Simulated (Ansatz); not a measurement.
HfO2 (SMILES [O]=[Hf]=[O]), singlet, at a GFN2-xTB geometry (such geometries of metal compounds can be far from the true shape) (core potentials on Hf); B3LYP/def2-SVP (Ansatz, a first-principles code).

Input for Ansatz:
Ansatz 0.2 input:
```yaml
crystal:
  periodic: [false, false, false]
  atoms:
    - {symbol: Hf, position_ang: [0.11643168, -0.00131736, 0.13721368]}
    - {symbol: O, position_ang: [0.59267977, 0.25789576, -1.56254426]}
    - {symbol: O, position_ang: [-1.64056486, -0.24603952, 0.32762113]}
basis:
  gaussian:
    orbitals: def2-SVP
hamiltonian:
  xc: b3lyp
```

Write the output that Ansatz gives for this input, abridged.


```
Functional definition: B3LYP
625 factors; their error is unknown
mean field evaluation 1: about -5376.3711 eV, gradient 1.0e2 eV
mean field evaluation 2: about -5011.3156 eV, gradient 3.3e2 eV
mean field evaluation 4: about -5397.6528 eV, gradient 9.2e0 eV
mean field evaluation 8: about -5397.8687 eV, gradient 8.4e-2 eV
mean field evaluation 16: about -5397.9318 eV, gradient 1.0e-5 eV
mean field -5397.93181516 eV, -198.3703353574 hartree, gradient 1.0e-5 eV, S^2 0.000000; 0 other end points of the search recorded, 0 dependent functions left out
reference -5397.93201997 eV, -198.3703428842 hartree; 14, 14 occupied and 46, 46 virtual orbitals, 625 factors
Total energy: -5397.93201997 eV, -198.3703428842 hartree
```
